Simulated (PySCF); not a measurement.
Cl2HSi, SMILES Cl[SiH]Cl (connectivity only; charge and spin as stated), charge +1, multiplicity 1. Geometry optimised at PBE-D3(BJ)/def2-TZVP. The multiplicity is an assumed one; other spin states were not compared. The isomer is the one that the SMILES or the coordinates give; other isomers of the formula were not compared.

Calculation: PBE-D3(BJ)/def2-TZVP (PySCF 2.14.0).

Harmonic wavenumbers (cm⁻¹): 195, 489, 565, 699, 781, 2253. Rotational constants (GHz): 21.48, 2.443, 2.194; symmetry number 2.

Task: Work out the zero-point energy and the ideal-gas rigid-rotor harmonic-oscillator thermochemistry at 298.15 K and 1 atm.

Result: ZPE = ½ Σ hcν = ½ × 4983 cm⁻¹ = 29.80 kJ/mol. H − E(el) = 42.81 kJ/mol. Entropy in J/(mol K): translation 166.18, rotation 100.67, vibration 16.35, total 283.20. G − E(el) = -41.62 kJ/mol. Cp = 57.30 J/(mol K).
